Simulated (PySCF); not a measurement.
# Which determinant of CdP lies lowest?

Unrestricted PBE0; PySCF, scalar-relativistic core potentials, basis sets Cd def2-SVP with ECP28, P def2-SVP. Outer shells of the fragments: Cd 4d10 5s2; P 3s2 3p3.

Followed along the bond (rough minima from three points):

| 2Ms+1 | unpaired | ⟨S²⟩ at the start | R at minimum (Å) | Te (eV) |
| --- | --- | --- | --- | --- |
| 4 | σ ↑, π ↑↑ | 3.76 | 2.71 | 0.00 |
| 2 | σ ↓, π ↑↑ | 1.76 | 2.60 | 0.35 |
| 2 | σ ↑, π ↑↓ | 1.76 | 2.64 | 0.54 |
| 2 | π ↑ | 0.77 | 2.37 | 0.60 |

Solutions found at the starting distance of 2.465 Å, counted from the lowest of them; the search is not exhaustive and high or unbound solutions are not listed, so other states can lie among these:

```csv
2Ms+1,unpaired,term,E (eV),⟨S²⟩,⟨Lz²⟩,μ (D)
4,"σ ↑, π ↑↑",⁴Σ⁻,0.00,3.76,0.00,-0.70
2,"σ ↓, π ↑↑",mixed,0.29,1.76,0.00,-0.90
2,"σ ↑, π ↑↓",mixed,0.50,1.76,2.02,-0.78
2,π ↑,²Π,0.53,0.77,1.01,-3.98
2,σ ↑,mixed,1.65,0.76,2.00,-0.65
4,"σ ↑↑, π ↑",⁴Π,2.39,3.75,1.02,-2.67
4,π ↑↑↑,⁴Π,3.17,3.76,1.00,-0.25
2,π ↑,²Π,3.33,0.75,1.01,4.44
```

A term symbol is given only where ⟨S²⟩ and ⟨Lz²⟩ are close to those of a pure state; real π, δ and φ orbitals otherwise mix terms. A positive dipole means Cd(−)P(+).

Q: Compare the gap between the two lowest followed solutions at the starting distance with the gap between their minima.

A: At PBE0 the second solution (Ms = 0.5 of mixed spin, unpaired electrons σ ↓, π ↑↑) lies +0.29 eV from the first (quartet, unpaired electrons σ ↑, π ↑↑) at 2.465 Å and +0.35 eV at the minima; the two curves relax by different amounts, since their minima lie near 2.60 and 2.71 Å.

Spin–orbit coupling is left out. Counting both spins, an empty level lies below a filled one in some of these solutions, because spin and occupation are held.
